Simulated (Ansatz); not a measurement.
Ansatz (a first-principles code) input (B3LYP/LANL2DZ): The .json file is the Basis Set Exchange's LANL2DZ.

Ansatz 0.2 input:
```yaml
crystal:
  periodic: [false, false, false]
  atoms:
    - {symbol: Si, position_ang: [-2.45546300, -0.49918100, 0.19865300]}
    - {symbol: O, position_ang: [-0.86571000, -0.48134300, 0.66274400]}
    - {symbol: Si, position_ang: [0.58426500, 0.22252000, 0.54099800]}
    - {symbol: Cl, position_ang: [0.49398700, 1.73463600, -0.87657000]}
    - {symbol: Cl, position_ang: [1.96804800, -1.19011300, -0.05713700]}
    - {symbol: H, position_ang: [-3.05905200, 0.82535600, 0.45453300]}
    - {symbol: H, position_ang: [-2.53895100, -0.82372800, -1.24048500]}
    - {symbol: H, position_ang: [-3.13414100, -1.53452500, 1.00191700]}
basis:
  gaussian:
    orbitals: LANL2DZ.json
hamiltonian:
  xc: {name: B3LYP}
magnetization: {spin_polarized: true, initial_magnetization: 1}
relax: {f_tol: 0.003, max_steps: 120}
```

From the output:

```
relax step   8: F+E_penalty+E_count = -3122.86668498 eV  Δ(F+E_penalty+E_count) = -4.922e-4 eV  max|allowed force component| = 5.525e-2 eV/Å  Δτ_max = 0.0552 Å  (32 SCF iters, accepted)
these checks for a lower state are left out or cut short: starts, cluster_reference, orbital_swaps, neighbouring_geometries, increment
integrals: 0.02 GiB planned
747 factors; integrals over basis functions are off by at most 2.5e-4 eV
mean field: 0.22 GiB planned
mean field -3122.86720611 eV, -114.7632530690 hartree, gradient 2.4e-5 eV, S^2 0.752609; 0 other end points of the search recorded, 0 dependent functions left out
the calculation of the forces begins
reference -3122.86747711 eV, -114.7632630283 hartree; 17, 16 occupied and 30, 31 virtual orbitals, 747 factors
relax step   9: F+E_penalty+E_count = -3122.86720611 eV  Δ(F+E_penalty+E_count) = -5.211e-4 eV  max|allowed force component| = 4.943e-2 eV/Å  Δτ_max = 0.0261 Å  (34 SCF iters, accepted)
these checks for a lower state are left out or cut short: starts, cluster_reference, orbital_swaps, neighbouring_geometries, increment
integrals: 0.02 GiB planned
747 factors; integrals over basis functions are off by at most 2.5e-4 eV
mean field: 0.22 GiB planned
mean field -3122.86749031 eV, -114.7632635131 hartree, gradient 1.1e-5 eV, S^2 0.752607; 0 other end points of the search recorded, 0 dependent functions left out
the calculation of the forces begins
reference -3122.86776103 eV, -114.7632734620 hartree; 17, 16 occupied and 30, 31 virtual orbitals, 747 factors
relax step  10: F+E_penalty+E_count = -3122.86749031 eV  Δ(F+E_penalty+E_count) = -2.842e-4 eV  max|allowed force component| = 1.176e-2 eV/Å  Δτ_max = 0.0110 Å  (27 SCF iters, accepted)
these checks for a lower state are left out or cut short: starts, cluster_reference, orbital_swaps, neighbouring_geometries, increment
integrals: 0.02 GiB planned
747 factors; integrals over basis functions are off by at most 2.5e-4 eV
mean field: 0.22 GiB planned
mean field -3122.86751476 eV, -114.7632644117 hartree, gradient 1.5e-5 eV, S^2 0.752605; 0 other end points of the search recorded, 0 dependent functions left out
the calculation of the forces begins
reference -3122.86778544 eV, -114.7632743590 hartree; 17, 16 occupied and 30, 31 virtual orbitals, 747 factors
relax step  11: F+E_penalty+E_count = -3122.86751476 eV  Δ(F+E_penalty+E_count) = -2.445e-5 eV  max|allowed force component| = 4.403e-3 eV/Å  Δτ_max = 0.0025 Å  (25 SCF iters, accepted)
these checks for a lower state are left out or cut short: starts, cluster_reference, orbital_swaps, neighbouring_geometries, increment
integrals: 0.02 GiB planned
747 factors; integrals over basis functions are off by at most 2.5e-4 eV
mean field: 0.22 GiB planned
mean field -3122.86751715 eV, -114.7632644997 hartree, gradient 2.0e-5 eV, S^2 0.752605; 0 other end points of the search recorded, 0 dependent functions left out
the calculation of the forces begins
reference -3122.86778781 eV, -114.7632744463 hartree; 17, 16 occupied and 30, 31 virtual orbitals, 747 factors
relax step  12: F+E_penalty+E_count = -3122.86751715 eV  Δ(F+E_penalty+E_count) = -2.394e-6 eV  max|allowed force component| = 2.288e-3 eV/Å  Δτ_max = 0.0019 Å  (24 SCF iters, accepted)
integrals: 0.02 GiB planned
747 factors; integrals over basis functions are off by at most 2.5e-4 eV
mean field: 0.22 GiB planned
mean field evaluation 96: about -3122.1645 eV, gradient 9.6e0 eV
mean field -3122.86751715 eV, -114.7632644997 hartree, gradient 2.0e-5 eV, S^2 0.752605; 1 other end points of the search recorded, 0 dependent functions left out
the calculation of the forces begins
reference -3122.86778781 eV, -114.7632744463 hartree; 17, 16 occupied and 30, 31 virtual orbitals, 747 factors
Total energy: -3122.86778781 eV, -114.7632744463 hartree
Atom 0 at    -2.567735    -0.538417     0.188057 Å, force    -0.000797    -0.000675    -0.001049 eV/Å
Atom 1 at    -0.944673    -0.100718     0.397858 Å, force     0.002288     0.000874     0.001647 eV/Å
Atom 2 at     0.626828     0.310706     0.548202 Å, force    -0.000734    -0.000829    -0.001112 eV/Å
Atom 3 at     1.048642     1.989485    -0.830780 Å, force     0.000078     0.000095     0.000032 eV/Å
Atom 4 at     1.867059    -1.433370    -0.015802 Å, force    -0.000493     0.000379     0.000151 eV/Å
Atom 5 at    -3.408916     0.639937     0.499030 Å, force    -0.000380     0.000056     0.000386 eV/Å
Atom 6 at    -2.758160    -0.962087    -1.218200 Å, force     0.000255    -0.000074    -0.000352 eV/Å
Atom 7 at    -2.870062    -1.651914     1.116290 Å, force    -0.000217     0.000175     0.000297 eV/Å
Dipole moment:    -0.719143    -0.091946     0.335698 e Å
```

The geometry given is a B3LYP-D3(BJ)/def2-TZVP minimum.
